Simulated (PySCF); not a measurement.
ClLi, triplet, geometry from GFN2-xTB (such geometries of metal compounds can be far from the true shape) (a higher spin typed on purpose: for a closed-shell molecule this is an excited state); HF/aug-cc-pVDZ in PySCF.

Input for PySCF:
```python
from pyscf import gto, scf

mol = gto.M(
    atom='''
Li   -0.000000   -0.000000   -2.119923
Cl    0.000000    0.000000    0.374104
''',
    basis='aug-cc-pvdz',
    charge=0,
    spin=2,
    verbose=4,
    symmetry=True,
)

mf = scf.UHF(mol)
mf.kernel()
mf.analyze()
```

The log (banner, timings and long lists left out):

```
PySCF version 2.14.0

[INPUT] verbose = 4
[INPUT] num. atoms = 2
[INPUT] num. electrons = 20
[INPUT] charge = 0
[INPUT] spin (= nelec alpha-beta = 2S) = 2
[INPUT] symmetry True subgroup None
[INPUT] Mole.unit = angstrom
[INPUT] Symbol           X                Y                Z      unit          X                Y                Z       unit  Magmom
[...]
nuclear repulsion = 10.8210688003458
point group symmetry = Coov
symmetry origin: [ 0.00000000e+00  0.00000000e+00 -9.44863062e-08]
symmetry axis x: [1. 0. 0.]
symmetry axis y: [0. 1. 0.]
symmetry axis z: [0. 0. 1.]
num. orbitals of irrep A1 = 20
num. orbitals of irrep E1x = 11
num. orbitals of irrep E1y = 11
num. orbitals of irrep E2x = 4
num. orbitals of irrep E2y = 4
number of shells = 16
number of NR pGTOs = 85
number of NR cGTOs = 50
basis = aug-cc-pvdz
ecp = {}

******** <class 'pyscf.scf.uhf_symm.SymAdaptedUHF'> ********
method = SymAdaptedUHF
initial guess = minao
damping factor = 0
level_shift factor = 0
DIIS = <class 'pyscf.scf.diis.CDIIS'>
diis_start_cycle = 1
diis_space = 8
diis_damp = 0
SCF conv_tol = 1e-09
SCF conv_tol_grad = None
SCF max_cycles = 50
direct_scf = True
direct_scf_tol = 1e-13
number electrons alpha = 11  beta = 9
Freeze 0 electrons in irreps []
    20 free electrons in irreps A1 E1x E1y E2x E2y
Set gradient conv threshold to 3.16228e-05
init E= -466.734583447612

cycle= 1 E= -466.883186686769  delta_E= -0.149  |g|= 0.094  |ddm|= 0.775

cycle= 2 E= -466.892483229205  delta_E= -0.0093  |g|= 0.0429  |ddm|= 0.157

cycle= 3 E= -466.893543254137  delta_E= -0.00106  |g|= 0.0316  |ddm|= 0.0659

cycle= 4 E= -466.894065399097  delta_E= -0.000522  |g|= 0.0298  |ddm|= 0.0672

cycle= 5 E= -466.894084179512  delta_E= -1.88e-05  |g|= 0.0297  |ddm|= 0.00547

cycle= 6 E= -466.894095615972  delta_E= -1.14e-05  |g|= 0.0294  |ddm|= 0.0567

cycle= 7 E= -466.894121399786  delta_E= -2.58e-05  |g|= 0.0293  |ddm|= 0.0186

cycle= 8 E= -466.894102252554  delta_E= 1.91e-05  |g|= 0.0293  |ddm|= 0.0139

cycle= 9 E= -466.894131840982  delta_E= -2.96e-05  |g|= 0.0292  |ddm|= 0.0213

cycle= 10 E= -466.894114762427  delta_E= 1.71e-05  |g|= 0.0295  |ddm|= 0.0135

cycle= 11 E= -466.894172274082  delta_E= -5.75e-05  |g|= 0.0287  |ddm|= 0.0248

cycle= 12 E= -466.894174038331  delta_E= -1.76e-06  |g|= 0.0287  |ddm|= 0.00357

cycle= 13 E= -466.894182943177  delta_E= -8.9e-06  |g|= 0.0286  |ddm|= 0.00278

cycle= 14 E= -466.894193237292  delta_E= -1.03e-05  |g|= 0.0284  |ddm|= 0.00882

cycle= 15 E= -466.894188590509  delta_E= 4.65e-06  |g|= 0.0284  |ddm|= 0.00838

cycle= 16 E= -466.894186048575  delta_E= 2.54e-06  |g|= 0.0284  |ddm|= 0.00331

cycle= 17 E= -466.894148145948  delta_E= 3.79e-05  |g|= 0.0285  |ddm|= 0.0208

cycle= 18 E= -466.894194476309  delta_E= -4.63e-05  |g|= 0.0285  |ddm|= 0.0391

cycle= 19 E= -466.894193804158  delta_E= 6.72e-07  |g|= 0.0284  |ddm|= 0.00933

cycle= 20 E= -466.894180509469  delta_E= 1.33e-05  |g|= 0.0286  |ddm|= 0.00804

cycle= 21 E= -466.894192276864  delta_E= -1.18e-05  |g|= 0.0285  |ddm|= 0.00588

cycle= 22 E= -466.89419079063  delta_E= 1.49e-06  |g|= 0.0285  |ddm|= 0.00354

cycle= 23 E= -466.894192539439  delta_E= -1.75e-06  |g|= 0.0285  |ddm|= 0.00439

cycle= 24 E= -466.894194018616  delta_E= -1.48e-06  |g|= 0.0285  |ddm|= 0.0113

cycle= 25 E= -466.894185897088  delta_E= 8.12e-06  |g|= 0.0285  |ddm|= 0.0155

cycle= 26 E= -466.894184546709  delta_E= 1.35e-06  |g|= 0.0286  |ddm|= 0.0187

cycle= 27 E= -466.894191625226  delta_E= -7.08e-06  |g|= 0.0285  |ddm|= 0.0158

cycle= 28 E= -466.894189336422  delta_E= 2.29e-06  |g|= 0.0285  |ddm|= 0.00491

cycle= 29 E= -466.894168475118  delta_E= 2.09e-05  |g|= 0.0287  |ddm|= 0.00903

cycle= 30 E= -466.894189051876  delta_E= -2.06e-05  |g|= 0.0285  |ddm|= 0.00987

cycle= 31 E= -466.894188895194  delta_E= 1.57e-07  |g|= 0.0285  |ddm|= 0.00182

cycle= 32 E= -466.894186424593  delta_E= 2.47e-06  |g|= 0.0286  |ddm|= 0.0115

cycle= 33 E= -466.894184095922  delta_E= 2.33e-06  |g|= 0.0286  |ddm|= 0.0105

cycle= 34 E= -466.894192877723  delta_E= -8.78e-06  |g|= 0.0286  |ddm|= 0.0067

cycle= 35 E= -466.894190533466  delta_E= 2.34e-06  |g|= 0.0287  |ddm|= 0.0101

cycle= 36 E= -466.894187536235  delta_E= 3e-06  |g|= 0.0286  |ddm|= 0.0172

cycle= 37 E= -466.894196363515  delta_E= -8.83e-06  |g|= 0.0286  |ddm|= 0.0115

cycle= 38 E= -466.894169612368  delta_E= 2.68e-05  |g|= 0.0288  |ddm|= 0.0111

cycle= 39 E= -466.894193972547  delta_E= -2.44e-05  |g|= 0.0286  |ddm|= 0.0143

cycle= 40 E= -466.894188942947  delta_E= 5.03e-06  |g|= 0.0285  |ddm|= 0.0127

cycle= 41 E= -466.89418924401  delta_E= -3.01e-07  |g|= 0.0285  |ddm|= 0.00349

cycle= 42 E= -466.894192351856  delta_E= -3.11e-06  |g|= 0.0285  |ddm|= 0.00472

cycle= 43 E= -466.894193146795  delta_E= -7.95e-07  |g|= 0.0286  |ddm|= 0.0043

cycle= 44 E= -466.894196516998  delta_E= -3.37e-06  |g|= 0.0286  |ddm|= 0.0145

cycle= 45 E= -466.894185869343  delta_E= 1.06e-05  |g|= 0.0287  |ddm|= 0.0177

cycle= 46 E= -466.894190205224  delta_E= -4.34e-06  |g|= 0.0287  |ddm|= 0.0235

cycle= 47 E= -466.894188012872  delta_E= 2.19e-06  |g|= 0.0285  |ddm|= 0.0326

cycle= 48 E= -466.894206095836  delta_E= -1.81e-05  |g|= 0.0285  |ddm|= 0.0114

cycle= 49 E= -466.89420380676  delta_E= 2.29e-06  |g|= 0.0285  |ddm|= 0.00372

cycle= 50 E= -466.894188711452  delta_E= 1.51e-05  |g|= 0.0285  |ddm|= 0.00956
SCF not converged.
SCF energy = -466.894188711452 after 50 cycles  <S^2> = 2.0029029  2S+1 = 3.0019346
**** SCF Summaries ****
Total Energy =                        -466.894188711452159
Nuclear Repulsion Energy =              10.821068800345788
One-electron Energy =                 -665.178446676422027
Two-electron Energy =                  187.463189164624083
Two-electron Coulomb Energy =          216.780575156874278
DFT Exchange-Correlation Energy =      -29.317385992250195
TODO: total wave-function symmetry for Coov
alpha occupancy for each irrep:     A1  E1x  E1y  E2x  E2y
                                     7    2    2    0    0
[...]
**** MO energy ****
alpha MO #1 (A1 #1), energy= -104.950320212094 occ= 1
alpha MO #2 (A1 #2), energy= -10.6753765389224 occ= 1
alpha MO #3 (A1 #3), energy= -8.13584938974371 occ= 1
alpha MO #4 (E1x #1), energy= -8.13577268470649 occ= 1
alpha MO #5 (E1y #1), energy= -8.13577268470649 occ= 1
alpha MO #6 (A1 #4), energy= -2.47283206136694 occ= 1
alpha MO #7 (A1 #5), energy= -1.19933981152935 occ= 1
alpha MO #8 (A1 #6), energy= -0.577041506825618 occ= 1
alpha MO #9 (E1x #2), energy= -0.569094834229617 occ= 1
alpha MO #10 (E1y #2), energy= -0.569094834229617 occ= 1
alpha MO #11 (A1 #7), energy= -0.174897249711044 occ= 1
alpha MO #12 (A1 #8), energy= 0.0095484407582096 occ= 0
alpha MO #13 (E1x #3), energy= 0.0117065576962212 occ= 0
alpha MO #14 (E1y #3), energy= 0.0117065576962212 occ= 0
alpha MO #15 (A1 #9), energy= 0.0261454897835567 occ= 0
alpha MO #16 (E1x #4), energy= 0.042105323382893 occ= 0
alpha MO #17 (E1y #4), energy= 0.042105323382893 occ= 0
alpha MO #18 (A1 #10), energy= 0.0554936926026797 occ= 0
alpha MO #19 (A1 #11), energy= 0.126667806332349 occ= 0
alpha MO #20 (E1x #5), energy= 0.136393295681949 occ= 0
alpha MO #21 (E1y #5), energy= 0.136393295681949 occ= 0
alpha MO #22 (E1x #6), energy= 0.173260839890715 occ= 0
alpha MO #23 (E1y #6), energy= 0.173260839890715 occ= 0
alpha MO #24 (E2x #1), energy= 0.184480908909776 occ= 0
alpha MO #25 (E2y #1), energy= 0.184480908909776 occ= 0
alpha MO #26 (A1 #12), energy= 0.184487296192628 occ= 0
alpha MO #27 (A1 #13), energy= 0.199504109269087 occ= 0
alpha MO #28 (E1x #7), energy= 0.231922291769997 occ= 0
alpha MO #29 (E1y #7), energy= 0.231922291769997 occ= 0
alpha MO #30 (A1 #14), energy= 0.251104339801787 occ= 0
alpha MO #31 (A1 #15), energy= 0.34231722605877 occ= 0
alpha MO #32 (E2x #2), energy= 0.40295407846819 occ= 0
alpha MO #33 (E2y #2), energy= 0.40295407846819 occ= 0
alpha MO #34 (E1x #8), energy= 0.481543276228567 occ= 0
alpha MO #35 (E1y #8), energy= 0.481543276228567 occ= 0
alpha MO #36 (A1 #16), energy= 0.544590704396747 occ= 0
alpha MO #37 (E2x #3), energy= 0.549347418969905 occ= 0
alpha MO #38 (E2y #3), energy= 0.549347418969905 occ= 0
alpha MO #39 (E1x #9), energy= 0.625470649234908 occ= 0
alpha MO #40 (E1y #9), energy= 0.625470649234908 occ= 0
alpha MO #41 (A1 #17), energy= 0.707376559427966 occ= 0
alpha MO #42 (E1x #10), energy= 0.87846861610981 occ= 0
alpha MO #43 (E1y #10), energy= 0.87846861610981 occ= 0
alpha MO #44 (A1 #18), energy= 1.06719596642748 occ= 0
alpha MO #45 (E2x #4), energy= 1.28348785058665 occ= 0
alpha MO #46 (E2y #4), energy= 1.28348785058665 occ= 0
alpha MO #47 (A1 #19), energy= 1.29022471234106 occ= 0
alpha MO #48 (E1x #11), energy= 1.39721988330005 occ= 0
alpha MO #49 (E1y #11), energy= 1.39721988330005 occ= 0
alpha MO #50 (A1 #20), energy= 1.52862002325282 occ= 0
beta  MO #1 (A1 #1), energy= -104.938687118555 occ= 1
beta  MO #2 (A1 #2), energy= -10.6632319648726 occ= 1
beta  MO #3 (A1 #3), energy= -8.12863240539344 occ= 1
beta  MO #4 (E1x #1), energy= -8.12784123497526 occ= 1
beta  MO #5 (E1y #1), energy= -8.12784123497526 occ= 1
beta  MO #6 (A1 #4), energy= -2.4607537563543 occ= 1
beta  MO #7 (A1 #5), energy= -1.07344684084404 occ= 1
beta  MO #8 (A1 #6), energy= -0.548440898012772 occ= 1
beta  MO #9 (E1x #2), energy= -0.526556586422411 occ= 1
beta  MO #10 (E1y #2), energy= -0.526556586422411 occ= 0
beta  MO #11 (A1 #7), energy= 0.00766739764439284 occ= 0
beta  MO #12 (E1x #3), energy= 0.0141853370668985 occ= 0
beta  MO #13 (E1y #3), energy= 0.0141853370668985 occ= 0
beta  MO #14 (A1 #8), energy= 0.0175624283061493 occ= 0
beta  MO #15 (A1 #9), energy= 0.062125801572875 occ= 0
beta  MO #16 (E1x #4), energy= 0.068365664711924 occ= 0
beta  MO #17 (E1y #4), energy= 0.068365664711924 occ= 0
beta  MO #18 (A1 #10), energy= 0.0723691531005546 occ= 0
beta  MO #19 (A1 #11), energy= 0.134938121345431 occ= 0
beta  MO #20 (E1x #5), energy= 0.140207171230507 occ= 0
beta  MO #21 (E1y #5), energy= 0.140207171230507 occ= 0
beta  MO #22 (E1x #6), energy= 0.198168869626373 occ= 0
beta  MO #23 (E1y #6), energy= 0.198168869626373 occ= 0
beta  MO #24 (E2x #1), energy= 0.20091144295265 occ= 0
beta  MO #25 (E2y #1), energy= 0.20091144295265 occ= 0
beta  MO #26 (A1 #12), energy= 0.213544288505649 occ= 0
beta  MO #27 (A1 #13), energy= 0.239656578212923 occ= 0
beta  MO #28 (E1x #7), energy= 0.250066843409695 occ= 0
beta  MO #29 (E1y #7), energy= 0.250066843409695 occ= 0
beta  MO #30 (A1 #14), energy= 0.265712908675819 occ= 0
beta  MO #31 (A1 #15), energy= 0.358489632580287 occ= 0
beta  MO #32 (E2x #2), energy= 0.452468896342786 occ= 0
beta  MO #33 (E2y #2), energy= 0.452468896342786 occ= 0
beta  MO #34 (E1x #8), energy= 0.491608594380602 occ= 0
beta  MO #35 (E1y #8), energy= 0.491608594380602 occ= 0
beta  MO #36 (E2x #3), energy= 0.565828605585219 occ= 0
beta  MO #37 (E2y #3), energy= 0.565828605585219 occ= 0
beta  MO #38 (A1 #16), energy= 0.566989378810485 occ= 0
beta  MO #39 (E1x #9), energy= 0.641872793020226 occ= 0
beta  MO #40 (E1y #9), energy= 0.641872793020226 occ= 0
beta  MO #41 (A1 #17), energy= 0.724590326319461 occ= 0
beta  MO #42 (E1x #10), energy= 0.893898484648109 occ= 0
beta  MO #43 (E1y #10), energy= 0.893898484648109 occ= 0
beta  MO #44 (A1 #18), energy= 1.08244646232126 occ= 0
beta  MO #45 (A1 #19), energy= 1.3188775885834 occ= 0
beta  MO #46 (E2x #4), energy= 1.34409130507349 occ= 0
beta  MO #47 (E2y #4), energy= 1.34409130507349 occ= 0
beta  MO #48 (E1x #11), energy= 1.40998048335854 occ= 0
beta  MO #49 (E1y #11), energy= 1.40998048335854 occ= 0
beta  MO #50 (A1 #20), energy= 1.54658588733189 occ= 0
 ** Mulliken pop alpha/beta on meta-lowdin orthogonal AOs **
 ** Mulliken pop       alpha | beta **
In total            11.00000 | 9.00000
 ** Mulliken atomic charges   ( Nelec_alpha | Nelec_beta ) **
charge of  0Li =     -0.01616  (     1.98517      1.03099 )
charge of  1Cl =      0.01616  (     9.01483      7.96901 )
Dipole moment(X, Y, Z, Debye):  0.00000,  0.00000,  3.98580
```

The run did not converge; its last values are not results.
